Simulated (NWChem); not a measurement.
# C2H4BNO2; SMILES O1B(CN=C1)O

```xyz
10

O      0.1291     2.0923     0.0000
B      0.0816     0.7492     0.0000
C      1.2294    -0.3328     0.0000
N      0.4789    -1.5940     0.0000
C     -0.7469    -1.2856     0.0000
O     -1.1155     0.0364     0.0000
H     -0.7452     2.4985     0.0000
H      1.8980    -0.2887     0.8767
H      1.8980    -0.2887    -0.8767
H     -1.5793    -1.9961     0.0000
```
Atoms are numbered in this order, from 1.

Structure relaxed at the PBE0/def2-SVP level. B3LYP is NWChem's, with the RPA form of VWN correlation.

### Question
Give the principal values of the shielding tensors (ppm) of O1, B2, C3, N4, C5 from B3LYP/6-31G* (spherical d), GIAO (NWChem), with their diamagnetic and paramagnetic parts as GIAO splits them.

### Answer
```json
[
 {"atom": "O1", "σ11": "139.9", "σ22": "255.6", "σ33": "322.8", "isotropic": "239.4", "diamagnetic": "388.6", "paramagnetic": "-149.2"},
 {"atom": "B2", "σ11": "51.3", "σ22": "84.1", "σ33": "94.1", "isotropic": "76.5", "diamagnetic": "198.9", "paramagnetic": "-122.4"},
 {"atom": "C3", "σ11": "133.7", "σ22": "142.4", "σ33": "178.4", "isotropic": "151.5", "diamagnetic": "249.1", "paramagnetic": "-97.6"},
 {"atom": "N4", "σ11": "-215.7", "σ22": "-18.3", "σ33": "231.3", "isotropic": "-0.9", "diamagnetic": "322.6", "paramagnetic": "-323.4"},
 {"atom": "C5", "σ11": "-53.4", "σ22": "87.4", "σ33": "96.6", "isotropic": "43.5", "diamagnetic": "254.8", "paramagnetic": "-211.3"}
]
```
